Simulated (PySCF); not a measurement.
# Assignment exercise: C6H17NSi

Cartesian coordinates in Å; atom numbers follow the order of the lines, from 1:
```xyz
25

C     1.7239   -0.0204    1.7270
N     1.7215    0.1726    0.2979
C     3.0482    0.4508   -0.1924
Si    0.3671    0.7850   -0.5713
C    -1.2610   -0.1487   -0.1902
C    -2.2133    0.1114   -1.3583
C    -1.9414    0.3555    1.0825
C    -1.0295   -1.6552   -0.0822
H     0.7247   -0.2572    2.0760
H     2.0740    0.8735    2.2588
H     2.3906   -0.8487    1.9859
H     3.7251   -0.3582    0.0946
H     3.0307    0.5273   -1.2749
H     3.4448    1.3888    0.2147
H     0.7307    0.5496   -1.9733
H     0.1003    2.2285   -0.3908
H    -3.1691   -0.3855   -1.1902
H    -1.7957   -0.2623   -2.2899
H    -2.4001    1.1768   -1.4741
H    -1.3392    0.1599    1.9669
H    -2.9040   -0.1389    1.2198
H    -2.1192    1.4274    1.0247
H    -0.5716   -2.0362   -0.9926
H    -1.9753   -2.1776    0.0684
H    -0.3731   -1.8939    0.7509
```

Computational details: GFN2-xTB structure, shielding tensors at PBE0/pcSseg-1 (GIAO), in PySCF 2.14 (single conformer, fast rotation and ring inversion assumed for equivalent nuclei, non-relativistic Hamiltonian, in vacuum).

δ = σ(ref) − σ, references computed at the same level: TMS for 13C (σref 186.93), 1H (σref 31.72).

(1) Assign these signals to the numbered atoms. 13C{1H} NMR (computed): δ 42.0, 29.3, 20.2.

(2) Assign these signals to the numbered atoms. 1H NMR (500 MHz, computed): δ 4.42 (s, 2H), 2.61 (s, 6H), 1.06 (s, 9H).

## Answers

(1) 
```tsv
δ (ppm)	atoms	environment	reason
42.0	C1/C3	methyl carbon bonded to N	pulled downfield by the heteroatom
29.3	C6/C7/C8	methyl carbon	a saturated carbon with 1 carbon neighbour and no heteroatom attached
20.2	C5	fully substituted sp3 carbon bonded to Si	–
```

(2) 
```tsv
δ (ppm)	atoms	environment	reason
4.42	H15/H16	hydrogen on a silicon bonded to C, N	–
2.61	H9/H10/H11/H12/H13/H14	hydrogen on a methyl carbon bonded to N	its carbon carries N, an electronegative neighbour
1.06	H17/H18/H19/H20/H21/H22/H23/H24/H25	hydrogen on a methyl carbon	–
```

Shifts are as computed. Against solution values, carbons near 30 ppm lie about +3 ppm off and those near 130 ppm about +5 ppm. Of 1211 compounds with measured shifts, 218 miss one by over three times the rms of a fit or turn the order of signals round; such compounds aren't used in these exercises. Multiplicities follow the n + 1 count of equivalent neighbours, as no J values were calculated; m marks all less simple cases, F and P coupling included.
